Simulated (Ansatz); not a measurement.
Z-matrix (Å, degrees):
```
S
Sn 1 2.439
H 1 1.342 2 97.8
S 2 2.439 1 100.1 3 -0.1
H 4 1.342 2 97.8 1 -0.0
```

Charge 0, multiplicity 1. Sn takes the def2 core potential.

Q: List the r2SCAN/def2-TZVPP orbital energies in eV (Ansatz). (An estimate is asked.)

A: Ansatz gave: Occupied: -2409.14, -2409.14, -213.56, -213.56, -157.63, -157.63, -157.53, -157.53, -157.47, -157.47, -137.59, -92.51, -92.36, -92.28, -26.84, -26.77, -26.69, -26.68, -26.58, -18.90, -18.33, -12.22, -10.43, -9.98, -7.44, -7.19, -6.59, -6.54. Lowest empty: -3.10, -1.23, -1.06, -0.05, 1.55, 3.08, 3.17, 3.18.
